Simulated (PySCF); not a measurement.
Species: C6H13FSi.
Numbering: `[F:1][CH2:2][C@H:3]1[CH2:4][CH2:5][CH2:6][SiH2:7][CH2:8]1` (hydrogens: H9, H10 on C2; H11 on C3; H12, H13 on C4; H14, H15 on C5; H16, H17 on C6; H18, H19 on Si7; H20, H21 on C8)

Method used: TDDFT B3LYP/def2-SVPD, vertical, gas phase, core orbitals frozen in the response (PySCF 2.14.0, density-fitted response routines). The structure is a single PBE0-D3(BJ)/def2-SVP conformer in the gas phase; no vibrational or solvent corrections.

Kohn–Sham orbitals with the atoms that hold most of them (Löwdin shares over 4%, at most four atoms; ? is withheld):

```json
{"orbital": "HOMO-3", "ε (eV)": "-9.05", "atoms": "F1 17%, C4 16%, C2 12%, C3 9%"}
{"orbital": "HOMO-2", "ε (eV)": "-8.76", "atoms": "Si7 26%, H18 22%, H19 12%, C8 8%"}
{"orbital": "HOMO-1", "ε (eV)": "-8.24", "atoms": "?"}
{"orbital": "HOMO", "ε (eV)": "-7.73", "atoms": "?"}
{"orbital": "LUMO", "ε (eV)": "?", "atoms": "Si7 15%, C2 8%, C5 7%, H11 6%"}
{"orbital": "LUMO+1", "ε (eV)": "0.55", "atoms": "Si7 17%, C6 12%, H16 8%, H18 8%"}
{"orbital": "LUMO+2", "ε (eV)": "0.84", "atoms": "H11 11%, H20 10%, F1 8%, Si7 8%"}
```

Problem. Which atoms hold the HOMO-1, and with what shares?

Solution. Si7 (bonded to 2 C and 2 H) 18%; C8 (bonded to C, Si and 2 H) 16%; C6 (bonded to C, Si and 2 H) 11%; H19 (bonded to Si) 9%. By element: carbon 27% or more, silicon 18%, hydrogen 9% or more.

Problem. Give the leading atoms of the HOMO.

Solution. C6 (bonded to C, Si and 2 H) 22%; Si7 (bonded to 2 C and 2 H) 17%; C8 (bonded to C, Si and 2 H) 16%; C5 (bonded to 2 C and 2 H) 9%. By element: carbon 46% or more, silicon 17%.

Problem. What is the LUMO energy, and the HOMO–LUMO gap?

Solution. ε(LUMO) = 0.30 eV; the gap is 8.03 eV (0.2951 hartree).

Problem. How does S1 compare with the orbital gap of 8.03 eV?

Solution. S1 is at 7.18 eV (f = 0.013), 0.85 eV below the gap, made of HOMO→LUMO (96%). Without the coupling terms of the response equations the lowest excitation would equal the gap.

Problem. Give energy, strength and leading configuration of S1, S2, S4 and S6, and follow the Löwdin shares of the leading atoms from the occupied to the empty orbital.

Solution. 
- S1 (7.18 eV, f 0.013), HOMO→LUMO (96%): C6 22% → at most 6%, Si7 17% → 15%, C2 at most 9% → 8%
- S2 (7.42 eV, f 0.017), HOMO→LUMO+1 (94%): C6 22% → 12%, Si7 17% → 17%
- S4 (7.73 eV, f 0.010), HOMO-1→LUMO (85%): Si7 18% → 15%, C8 16% → at most 6%, C2 at most 10% → 8%
- S6 (7.92 eV, f 0.049), HOMO-1→LUMO+1 (89%): Si7 18% → 17%, C8 16% → at most 8%, C6 11% → 12%
